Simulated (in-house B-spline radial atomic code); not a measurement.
A run on V- that did not converge. Method: scalar-relativistic (X2C) TPSSh, spin-polarised, spherical fractional occupations, exact exchange averaged over the configuration, Fermi nucleus of rms radius 3.6002 fm; computed with an all-electron radial atomic-structure program (B-spline basis).

Command:
```bash
python run_scf.py task.json out
```
Settings (nuclear radius in fm, mass in u):
```
Z                23
configuration    [Ar] 3d4 4s2
hamiltonian      x2c
method           tpssh
spin_polarised   True
nucleus          fermi
rms_radius       3.6002
atomic_mass      50.94396
speed_of_light   137.035999084
exact_exchange   averaged over the configuration
```

First and last ten iterations of the last attempt (damped for 15 steps, keeping 80 % of the old Fock matrix, then DIIS):
```
 iter        energy (Eh)    residual
    1        -944.927935    1.33e-01
    2        -945.897505    2.69e-01
    3        -947.447830    1.76e-01
    4        -948.321965    1.14e-01
    5        -948.788098    7.58e-02
    6        -949.021630    5.45e-02
    7        -949.131341    3.97e-02
    8        -949.180661    2.74e-02
    9        -949.203290    1.94e-02
   10        -949.214790    1.57e-02
  111        -926.903104    2.79e-01
  112        -926.905910    2.79e-01
  113        -944.538453    1.30e-01
  114        -825.535832    6.36e-01
  115        -825.539391    6.36e-01
  116        -825.547398    6.36e-01
  117        -825.541144    6.36e-01
  118        -851.426113    5.66e-01
  119        -821.636414    6.96e-01
  120        -939.311117    3.48e-01
 not converged after 120 iterations
```

The smallest residual met was 5.5e-03; the threshold is about 2e-07. No energy from this run should be used. Cost of the run: 7.6 s on 1 thread of Arm Neoverse N1 (shared host).
